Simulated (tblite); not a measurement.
C6H9F.
Bonds: C1–C2, C2–C3, C2–C4 (double), C4–C5 (double), C5–C6, C5–F7. Hydrogens: H8, H9, H10 on C1; H11, H12, H13 on C3; H14, H15, H16 on C6.

A start from a force field or distance geometry was refined with tblite 0.8.0, GFN2-xTB geometry optimisation, gas phase. Values at the start:

```
coordinate    start
     C1–C2  1.449 Å
     C1–H8  1.101 Å
     C2=C4  1.306 Å
     C4=C5  1.311 Å
     C5–C6  1.457 Å
     C5–F7  1.325 Å
    C6–H14  1.127 Å
  C1–C2–C3   128.5°
  C1–C2–C4   115.8°
  C2–C4–C5   178.4°
  C4–C5–C6   115.7°
  C4–C5–F7   115.6°
  C6–C5–F7   128.7°
```

Problem. How do these coordinates change at the GFN2-xTB level?

Solution. 
| coordinate | GFN2-xTB (Å or °) | change |
| --- | --- | --- |
| C1–C2 | 1.502 | +0.053 |
| C5–F7 | 1.371 | +0.046 |
| C6–H14 | 1.090 | -0.037 |
| C5–C6 | 1.493 | +0.036 |
| C4=C5 | 1.298 | -0.013 |
| C1–H8 | 1.090 | -0.011 |
| C2=C4 | 1.302 | -0.004 |
| C6–C5–F7 | 112.5 | -16.2 |
| C1–C2–C3 | 115.8 | -12.7 |
| C4–C5–C6 | 127.5 | +11.8 |
| C1–C2–C4 | 122.1 | +6.3 |
| C4–C5–F7 | 120.0 | +4.4 |
| C2–C4–C5 | 179.8 | +1.4 |

The energy falls by 0.753 eV over 128 L-BFGS steps, the largest force on an atom goes from 3.42 to 0.008 eV/Å, and the atoms move by 0.447 Å rms after alignment. The bond that changes most is C1–C2 (methyl carbon to outer carbon of cumulated double bonds), which lengthens by 0.053 Å. Bonds longer at the end by more than 0.005 Å: 4 of 15; shorter: 10. Among the dihedrals that turn most is C1–C2–C3–H13, from 1° to -59°. Rotational constants go from 4205, 1449, 1447 to 4580, 1308, 1299 MHz.

Hardware: an AMD EPYC 7B13 with one thread, no GPU, shared host with 128 logical CPUs at a one-minute load of 106. Cost: 0.7 s.

Its GFN2-xTB frequencies are all real (lowest 104 cm⁻¹).

These are computed values.
